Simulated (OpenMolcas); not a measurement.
## Ti III: CASPT2 settings compared

```json
{"Program": "OpenMolcas", "Basis": "ANO-RCC-VDZ [5s4p2d]", "Scalar Hamiltonian": "DKH3, point nucleus", "Active space": "2 electrons in 5 orbitals (3d)", "State averaging": "2S+1 = 3 even, 10 roots; 2S+1 = 1 even, 15 roots kept (CI in the orbitals of an earlier block)", "Spin-orbit coupling": "state interaction with AMFI integrals over the reference wave functions, term energies averaged over their components"}
```

Methods on the same reference wave functions:
A. CASSCF
B. SS-CASPT2, IPEA 0.1 Eh, imaginary shift 0.05 Eh (closed shells correlated: 3s 3p)
C. SS-CASPT2, IPEA 0.4 Eh, sigma2 regulariser 0.15 Eh (closed shells correlated: 3s 3p)

Energies in cm⁻¹ above 3d² ³F₂, the measured ground level; measured values from Corliss and Sugar, J. Phys. Chem. Ref. Data 8, 1 (1979).

```csv
Level,A,B,C,Measured
3d² ³F₂,0.0,0.0,0.0,0.0
3d² ³F₃,196,198,197,185
3d² ³F₄,452,454,453,420
3d² ¹D₂,11278,8160,8620,8474
3d² ³P₀,13475,11010,11220,10538
3d² ³P₁,13543,11080,11290,10604
3d² ³P₂,13686,11220,11430,10721
3d² ¹G₄,17519,16640,16690,14398
3d² ¹S₀,42869,30530,31980,32476
```

Deviations, from unrounded energies. A percentage is the sum of absolute deviations over the sum of measured energies, with the sign that they share, or ± where signs differ.

```
                        Against measurement  Levels      A     B     C
             mean absolute deviation (cm-1)       8   3200   750   630
      fine structure of the ground term (%)       2   +7.2  +7.6  +7.5
other terms of the ground configuration (%)       6  +28.8  ±6.8  ±5.8
```

C lies closest to measurement on these levels and A furthest from it. The largest miss of C in the table is 3d² ¹G₄, by +2300 cm-1. The ranking rests on the paired levels alone, and a cruder setting can come out closer through cancelling errors.

Between B and C the level of the table that moves most is 3d² ¹S₀, by 1400 cm-1 (lowest in B, highest in C). Moves below CASPT2's spread within the term are not significant.

The mean deviations of B to C differ by less than CASPT2's widest spread within a term (500 cm-1), so their order carries little weight.

From A to B the spin-free energies of the other terms of 3d² shown, above ³F, scale by factors of 0.71 to 0.95, as is usual when dynamic correlation screens the repulsion within a d or f shell.

The lowest spin-free term lies below A's lowest term by 0.150 hartree in B, 0.147 hartree in C.

CASPT2 does not keep the components of a term degenerate, so their means are used; among the terms shown or strongly mixed into the levels shown the widest spread is 500 cm-1 (3d² ¹G, B). Over all roots computed the reference weight is 0.91 to 0.97 in B; the roots of lowest weight are the least certain, and an intruder state may touch them. Terms from blocks run as CI alone lack orbitals of their own. Without dynamic correlation excited terms often stand tens of per cent too high (terms of higher spin than the ground term too low), and those without a measured partner can miss by more than the paired ones (holds for A). Some terms miss by over 15 % even with CASPT2, which points to a basis or an active space too small for the shells correlated (holds for B; C). Computed and measured levels are paired by configuration, term and J; levels that our copy of the source lacks, or whose pairing is in doubt (as where it misses far off the trend of its configuration), stay unpaired and out of the deviations. Only configurations of the active space appear.
